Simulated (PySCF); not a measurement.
Gas-phase reaction: Ti(OH)4 + 2 TiCl3OH + 3 Cl2 ⇌ 3 TiCl4.H2O + 3 O

Computed with PySCF (xtb for GFN2) and rigid-rotor harmonic-oscillator thermochemistry at 1 bar. † marks an energy on the PBE0/def2-TZVP geometry and frequencies; other levels use their own. MP2 freezes the core. Open shells (unrestricted): O (multiplicity 3, electronic degeneracy 9); the rest are closed-shell singlets. GFN2 has no spin-polarisation term. Spin-orbit splitting is ignored; it lowers the true energy and changes the entropy of O. Adducts (TiCl4.H2O) have no counterpoise correction, and HF, PBE, BLYP, B3LYP and PBE0 lack dispersion. Ti(OH)4, TiCl3OH, TiCl4.H2O: computed as isolated molecules; such fragments, hydroxides, amides, oligomers or adducts are transient or little studied in the gas. MP2 isn't extrapolated to the basis-set limit; its ΔH°(298 K) is 545.8 kJ in def2-SVP and 690.7 kJ in def2-TZVPP. The harmonic model lacks anharmonicity and excited electronic states, which grow with temperature; levels with a mode under 35 cm⁻¹ are left out. Soft modes under 120 cm⁻¹ make the harmonic entropy rough for TiCl3OH, TiCl4.H2O. Warning, point group unlike the PBE0 one: TiCl3OH (GFN2-xTB).

ΔH° and ΔS° at 298 K: BLYP/def2-TZVP† 855 kJ, -43 J/K; GFN2-xTB 1685 kJ, 3 J/K; MP2/def2-SVP† 546 kJ, -43 J/K; MP2/def2-TZVPP† 691 kJ, -43 J/K; PBE/def2-SVP 774 kJ, -41 J/K; PBE0/def2-QZVP† 734 kJ, -43 J/K.

Q: With the heat capacities included, give log10 K (1 bar) at 600, 1400, 1600, 1800, 2500 K from BLYP/def2-TZVP†, GFN2-xTB, MP2/def2-SVP†, MP2/def2-TZVPP†, PBE/def2-SVP, PBE0/def2-QZVP†.

A: 
| T (K) | BLYP/def2-TZVP† | GFN2-xTB | MP2/def2-SVP† | MP2/def2-TZVPP† | PBE/def2-SVP | PBE0/def2-QZVP† |
|---|---|---|---|---|---|---|
| 600 | -76.5 | -146.3 | -49.5 | -62.1 | -69.4 | -65.9 |
| 1400 | -33.3 | -61.8 | -21.8 | -27.2 | -30.3 | -28.8 |
| 1600 | -29.2 | -53.8 | -19.1 | -23.9 | -26.6 | -25.3 |
| 1800 | -26.0 | -47.6 | -17.0 | -21.2 | -23.6 | -22.5 |
| 2500 | -18.7 | -33.5 | -12.3 | -15.3 | -17.0 | -16.2 |
